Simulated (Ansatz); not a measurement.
Basis-set extrapolation for `C[SiH](S)S` (PBE0-D4/def2-TZVP geometry, frozen core, Ansatz 0.2.0). Multiplicity 1, RHF reference.

```json
{"": "HF", "def2-TZVPP": "-1125.485901", "def2-QZVPP": "-1125.519330"}
{"": "MP2 correlation", "def2-TZVPP": "-0.659991", "def2-QZVPP": "-0.712953"}
{"": "CCSD(T) correlation", "def2-TZVPP": "-0.751831", "def2-QZVPP": "not run"}
```

Energies in hartree. Use E(X) = E(∞) + A·exp(−7.88·√X) for Hartree–Fock and E(X) = E(∞) + B·X^(−2.97) for correlation, with X = 3 and 4, and add CCSD(T) minus MP2 of the smaller set to the MP2 limit.

Question: What is the CCSD(T) energy at the basis-set limit?

Answer: HF limit: -1125.519330 + (-0.033429) × 0.13774 = -1125.52393. MP2 limit: -0.712953 + (-0.052962) × 0.74074 = -0.75218. Higher-order term: -0.751831 − (-0.659991) = -0.09184. Total: -1126.36795 hartree, 341.9 kJ/mol below CCSD(T)/def2-TZVPP.
